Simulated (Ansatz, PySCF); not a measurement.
Reaction (SMILES): CC[CH]CCCO -> [CH2]CCCCCO
Each molecule is optimised on its own at B3LYP-D3(BJ)/def2-TZVP (Ansatz, a program for electronic structure), one conformer each, not searched for the lowest.

Wanted: isomerisation energy (enthalpy at 298 K, with B3LYP-D3(BJ) rigid-rotor harmonic-oscillator terms from PySCF), in kcal/mol. Valence correlation only, unless marked. UHF or UKS for open shells. No spin-orbit coupling. Non-relativistic. CBS marks a two-point X^-3 extrapolation of the correlation energy; Hartree-Fock from the larger set. [CCSD(T)-MP2]/basis is that difference in the basis named.

```tsv
level	program	isomerisation energy (kcal/mol)
HF/cc-pVDZ	Ansatz	0.3
revPBE-D3(BJ)/def2-TZVPD	Ansatz + dftd3	2.9
revPBE/def2-TZVPD	Ansatz	2.6
r2SCAN-D4/def2-TZVPD	Ansatz + dftd4	2.2
PBE0/STO-3G	Ansatz	4.3
PBE0-D4/def2-TZVPD	Ansatz + dftd4	2.2
PBE0/def2-TZVP	Ansatz	1.9
BHLYP-D3(BJ)/def2-TZVPD	Ansatz + dftd3	1.7
r2SCAN0-D4/def2-TZVPD	Ansatz + dftd4	1.8
HSE06-D3(BJ)/def2-TZVPD	Ansatz + dftd3	2.2
CAM-B3LYP-D3(BJ)/def2-TZVPD	Ansatz + dftd3	2.0
CAM-B3LYP/def2-TZVPD	Ansatz	1.7
LC-wPBE-D4/def2-TZVPD	Ansatz + dftd4	1.7
wB97M-V/def2-TZVPD	Ansatz	1.7
wB97X-V/def2-TZVPD	Ansatz	1.9
B2GP-PLYP-D4/def2-TZVPD	Ansatz + dftd4	1.6
MP2/6-31G	Ansatz	1.1
MP2/cc-pVTZ	Ansatz	1.0
CCSD/6-31G*	Ansatz	1.6
CCSD(T)/cc-pVDZ	Ansatz	1.4
RI-MP2/CBS(cc-pVTZ,cc-pVQZ)+[CCSD(T)-MP2]/cc-pVTZ	Ansatz	1.4
```
